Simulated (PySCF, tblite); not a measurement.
Write a Z-matrix for InChI=1S/C6H10NOPSi/c8-9(5-10)6-2-1-3-7-4-6/h1-4,9H,5H2,10H3 as optimised with GFN2-xTB.

Z-matrix in Å and degrees, rows numbered from 1:
```
O 
P   1  1.4634
C   2  1.8123  1  114.92
Si  3  1.9063  2  107.65  1   -62.67
C   2  1.8135  1  113.65  3   124.13
C   5  1.3888  2  118.73  1   -10.18
C   6  1.3848  5  118.77  2  -179.23
C   7  1.3876  6  118.05  5     0.04
N   8  1.3237  7  123.49  6    -0.26
C   9  1.3184  8  118.28  7     0.19
H   2  1.3989  1  113.86  3  -119.42
H   3  1.0878  2  110.11  1   174.51
H   3  1.0915  2  106.85  1    56.88
H   4  1.4647  3  106.36  2  -178.08
H   4  1.4663  3  107.86  2   -60.07
H   4  1.4573  3  110.51  2    61.51
H   6  1.0814  5  119.05  2     1.16
H   7  1.0790  6  121.18  5  -179.98
H   8  1.0822  7  121.22  6   179.95
H  10  1.0834  5  120.93  2    -1.27
```

P2 (phosphoryl phosphorus) is distorted tetrahedral (angles from 102.2° to 114.9°). Si4 (SiH3 silicon) is tetrahedral (angles from 106.4° to 111.1°). Of the pairs four or more bonds apart, O1···H17 is among the closest relative to their van der Waals radii: 2.63 Å, 97 % of the sum of Bondi's values. The 6-membered ring C5–C6–C7–C8–N9–C10 has internal angles of 118.1° to 123.5° (sum 720°, against 720° for a flat polygon); it is planar, 0.00 Å rms from its mean plane, widest ring torsion 0°.

The geometry is computed with GFN2-xTB (gas phase).

Point group: C1 (no symmetry element, even within 0.4 Å). Its GFN2-xTB frequencies are all real (lowest 38 cm⁻¹). One conformer, not necessarily the lowest (O1–P2–C3–Si4 -63°, O1–P2–C5–C6 -10°). 3 starts were optimised and ended at 0.00, 0.00 and 0.13 kcal/mol (GFN2-xTB); the lowest of these is shown.
